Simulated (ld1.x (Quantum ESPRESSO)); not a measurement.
# arsenic: one change to an ultrasoft potential, before and after

```json
{"Element": "arsenic", "Generator": "ld1.x (Quantum ESPRESSO) 7.5", "Type": "ultrasoft", "Functional": "BLYP", "Relativity": "scalar-relativistic", "Frozen core": "[Ar] 3d10", "Valence charge": "5", "Reference configuration": "4s1.5 4p3.5", "Partial waves": "4s (bound): rcut 1.60, rcutus 1.75 bohr; 4s channel at 3.9 Ry: rcut 1.60, rcutus 1.75 bohr; 4p (bound): rcut 1.80, rcutus 2.05 bohr; 4p channel at 0.05 Ry: rcut 1.80, rcutus 2.05 bohr; 4d channel at -0.1 Ry: rcut 1.40, rcutus 1.90 bohr; 4d channel at 2.3 Ry: rcut 1.40, rcutus 1.90 bohr", "Local potential": "all-electron potential smoothed inside 1.55 bohr (lloc = -1)", "Core correction": "a·sin(br)/r model core inside 1.60 bohr", "Augmentation charge": "PSQ, radius 1.30 bohr"}
```

Change: local potential all-electron potential smoothed inside 0.82 bohr (lloc = -1).

Cutoffs: the cutoffs (Ry, on a coarse ladder) from which the occupation-weighted sum of valence levels, in a spherical-Bessel basis at the reference potential, stays within 10 and 1 mRy of its value at 400 Ry; they do not see the model core or the augmentation charge, which bear on the density cutoff. Errors are all-electron minus pseudo energies relative to the spin-unpolarised reference configuration.

Predict the effect on cutoff, ghosts and configuration errors.

The potential gets harder (12 Ry and 18 Ry → 12 Ry and 25 Ry); a bound ghost appears in d, s, which as a rule spoils a file; of the 7 tests that both files solve, the error grows in 3 and shrinks in 1 by more than 15 % and 0.3 meV (median size 2.1 → 2.4 meV); the range in which the p phases agree narrows (upper end 4.8 → 0.8); the range in which the d phases agree widens (upper end 0.2 → at the end of the scan). A state that the projectors do not describe sees the local part alone, so a deeper or shallower local part can create or remove a ghost.

| quantity | base | changed |
| --- | --- | --- |
| cutoff, loose | 12 Ry | 12 Ry |
| cutoff, tight | 18 Ry | 25 Ry |
| bound ghosts | none | s, d |
| error for 4s2 4p3, meV [ΔE -4.71 eV] | +0.7 | +1.2 |
| error for 4s2 4p2, meV [ΔE 4.32 eV] | +2.1 | +2.4 |
| error for 4s2 4p1, meV [ΔE 22.18 eV] | -4.3 | -4.5 |
| error for 4s2 4p0, meV [ΔE 49.93 eV] | -29 | -31 |
| error for 4s1 4p3, meV [ΔE 14.47 eV] | -6.4 | -5.4 |
| error for 4s2 4p3.3, meV [ΔE -5.90 eV] | +0.2 | +0.6 |
| error for 4s2 4p2.5, meV [ΔE -1.21 eV] | +1.7 | +2.2 |
| s: phases at 2.25 bohr within 0.05 rad from the reference energy up to (Ry; the scan ends near 5) | to the end of the scan | to the end of the scan |
| p: phases at 2.25 bohr within 0.05 rad from the reference energy up to (Ry; the scan ends near 5) | 4.8 | 0.8 |
| d: phases at 2.25 bohr within 0.05 rad from the reference energy up to (Ry; the scan ends near 5) | 0.2 | to the end of the scan |
| lowest overlap eigenvalue by channel | s 0.51, p 0.64, d 0.92 | s 0.23, p 0.39, d 0.92 |

 A true bound ghost makes a file unfit for plane-wave use even where its test errors are small: the radial tests pick states by their node count and pass the ghost by.
